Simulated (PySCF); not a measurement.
H5P2, SMILES P[PH3+], charge +1.

Geometry: PBE0-D3(BJ)/def2-TZVP. The isomer is the one that the SMILES or the coordinates give; other isomers of the formula were not compared.

Method: PySCF with PBE0-D3(BJ)/def2-TZVP.

Frequencies are harmonic and unscaled.

**Question.** Estimate the vibrational spectrum. (The exact figures need the calculation; the answer reports its results.)

**Answer.** 
```json
[
 {"mode": "1", "ν (cm⁻¹)": "190", "IR (km/mol)": "3.3", "moving atoms (share of kinetic energy)": "H 98 %"},
 {"mode": "2", "ν (cm⁻¹)": "455", "IR (km/mol)": "0.7", "moving atoms (share of kinetic energy)": "P 92 %"},
 {"mode": "3", "ν (cm⁻¹)": "507", "IR (km/mol)": "2.7", "moving atoms (share of kinetic energy)": "H 95 %"},
 {"mode": "4", "ν (cm⁻¹)": "517", "IR (km/mol)": "2.2", "moving atoms (share of kinetic energy)": "H 95 %"},
 {"mode": "5", "ν (cm⁻¹)": "815", "IR (km/mol)": "21.6", "moving atoms (share of kinetic energy)": "H 87 %, P 13 %"},
 {"mode": "6", "ν (cm⁻¹)": "855", "IR (km/mol)": "2.0", "moving atoms (share of kinetic energy)": "H 91 %, P 9 %"},
 {"mode": "7", "ν (cm⁻¹)": "997", "IR (km/mol)": "71.2", "moving atoms (share of kinetic energy)": "H 92 %"},
 {"mode": "8", "ν (cm⁻¹)": "1075", "IR (km/mol)": "7.8", "moving atoms (share of kinetic energy)": "H 98 %"},
 {"mode": "9", "ν (cm⁻¹)": "1093", "IR (km/mol)": "4.0", "moving atoms (share of kinetic energy)": "H 97 %"},
 {"mode": "10", "ν (cm⁻¹)": "1095", "IR (km/mol)": "1.9", "moving atoms (share of kinetic energy)": "H 99 %"},
 {"mode": "11", "ν (cm⁻¹)": "2409", "IR (km/mol)": "1.1", "moving atoms (share of kinetic energy)": "H 97 %"},
 {"mode": "12", "ν (cm⁻¹)": "2423", "IR (km/mol)": "1.0", "moving atoms (share of kinetic energy)": "H 97 %"},
 {"mode": "13", "ν (cm⁻¹)": "2496", "IR (km/mol)": "3.9", "moving atoms (share of kinetic energy)": "H 98 %"},
 {"mode": "14", "ν (cm⁻¹)": "2529", "IR (km/mol)": "13.6", "moving atoms (share of kinetic energy)": "H 96 %"},
 {"mode": "15", "ν (cm⁻¹)": "2538", "IR (km/mol)": "14.8", "moving atoms (share of kinetic energy)": "H 96 %"}
]
```
